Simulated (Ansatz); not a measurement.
The same path of BrH + H4Sn (7 atoms, charge 0, multiplicity 1) was run twice with different band settings. Lost on the way: Sn1–H2, Br6–H7. Made: Sn1–Br6, H2–H7.

Method: RHF/def2-SVP in Ansatz 0.2.0.

Relaxed end points:

```xyz
7
Properties=species:S:1:pos:R:3
Sn 0.471 0.000 -0.294
H 0.373 0.000 1.414
H 2.118 0.000 -0.754
H -0.291 1.398 -0.910
H -0.291 -1.398 -0.910
Br -3.581 0.000 1.950
H -2.550 0.000 2.911
```

```xyz
7
Properties=species:S:1:pos:R:3
Sn -0.350 0.000 -0.952
H -0.279 0.000 4.080
H 0.889 0.000 0.213
H -0.348 1.412 -1.899
H -0.348 -1.412 -1.899
Br -2.519 0.000 0.323
H -0.797 0.000 3.541
```

Common settings: movable images 7; spring 5.0 eV/Å²; start path through a guess of the saddle point; force threshold 0.05 eV/Å; iteration limit 60; end points relaxed.

| run | climbing image | optimiser |
| --- | --- | --- |
| 1 | yes | quadratic models (default) |
| 2 | from the first iteration | fire |

Problem. What does each run give, and how far can it be trusted?

Solution. Run 1: converged after 14 iterations, highest image 1.750 eV above the first end. Neighbouring images differ by up to 1.4 eV, so the band resolves the path poorly. A vibrational analysis at the climbing image gives one clearly imaginary mode, 924i cm⁻¹: a first-order saddle point.
Run 2: converged after 53 iterations, highest image 1.750 eV above the first end. Neighbouring images differ by up to 1.3 eV, so the band resolves the path poorly. Another band between the same ends (7 images) ends at a top of the same energy, where a vibrational analysis finds 1 clearly imaginary mode.
The orbitals stay closed-shell, which can raise the energy where a bond breaks towards radicals; this wasn't checked here.
